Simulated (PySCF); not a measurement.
A PySCF script (with the pyscf-properties extension) for the NMR shieldings of `InChI=1S/C4BO8/c6-1-2(7)11-5(10-1)12-3(8)4(9)13-5/q-1`, on a GFN2-xTB geometry:

```python
import basis_set_exchange as bse
import numpy as np
from pyscf import gto, dft
from pyscf.prop import nmr

atoms = """
O     3.047403    1.465211   -1.086817
C     2.119591    0.778382   -0.752227
O     0.846395    1.098461   -0.853559
B    -0.000425    0.002137   -0.339560
O     0.958787   -1.036019    0.092425
C     2.193872   -0.635753   -0.126054
O     3.190902   -1.260632    0.119355
O    -0.870097    0.446966    0.769307
C    -2.135251    0.242129    0.467771
O    -3.077275    0.499011    1.168783
C    -2.179511   -0.386131   -0.946724
O    -3.162141   -0.710745   -1.557856
O    -0.936638   -0.502530   -1.365530
"""
names = dict.fromkeys(["O", "C", "B"], "pcSseg-1")
basis = {el: gto.basis.parse(bse.get_basis(n, elements=[el], fmt="nwchem")) for el, n in names.items()}
mol = gto.M(atom=atoms, basis=basis, charge=-1, verbose=0)
mf = dft.RKS(mol, xc="PBE0")
mf.grids.level = 2
mf.grids.alignment = dft.numint.BLKSIZE   # the property module wants whole blocks of grid points
mf.conv_tol = 1e-9
mf.kernel()

calc = nmr.RKS(mf)   # GIAO
C = mf.mo_coeff
Co = C[:, mf.mo_occ > 0]
resp = mf.gen_response(singlet=True, hermi=2)
def vind(x):   # induced exchange potential for any number of trial vectors
    d = np.einsum("pi,xij,qj->xpq", C, 2 * x.reshape(-1, C.shape[1], Co.shape[1]), Co, optimize=True)
    return np.einsum("xpq,pi,qj->xij", resp(d - d.transpose(0, 2, 1)), C, Co, optimize=True).ravel()
mo1, _ = nmr.rhf.solve_mo1(calc, with_cphf=vind)
sigma = calc.kernel(mo1)
for i, s in enumerate(sigma):   # ppm
    w = np.linalg.eigvalsh((s + s.T) / 2)
    print("%2d %-2s iso %8.1f  s11 %8.1f  s22 %8.1f  s33 %8.1f" % (i, mol.atom_pure_symbol(i), w.mean(), *w))
```

Task: What does it print?

Result: 
```
 0 O  iso    -81.1  s11   -340.0  s22   -231.2  s33    328.0
 1 C  iso     20.5  s11    -68.5  s22     59.2  s33     70.7
 2 O  iso     84.1  s11   -122.5  s22    144.1  s33    230.6
 3 B  iso     96.2  s11     94.2  s22     97.1  s33     97.1
 4 O  iso     84.0  s11   -122.6  s22    143.9  s33    230.6
 5 C  iso     20.4  s11    -68.6  s22     59.2  s33     70.7
 6 O  iso    -81.1  s11   -340.1  s22   -231.2  s33    328.1
 7 O  iso     84.0  s11   -122.5  s22    144.0  s33    230.7
 8 C  iso     20.4  s11    -68.6  s22     59.2  s33     70.7
 9 O  iso    -81.2  s11   -340.3  s22   -231.3  s33    328.0
10 C  iso     20.5  s11    -68.5  s22     59.2  s33     70.8
11 O  iso    -81.0  s11   -339.8  s22   -231.1  s33    328.1
12 O  iso     84.0  s11   -122.6  s22    144.0  s33    230.6
```

These numbers come from an equivalent density-fitted implementation of the same equations, which agrees with the script to about 0.01 ppm for H and up to a few tenths of a ppm for heavy atoms, so last digits may differ.

Size and cost of the density-fitted run: 221 basis functions, roughly 2.2 core-minutes.
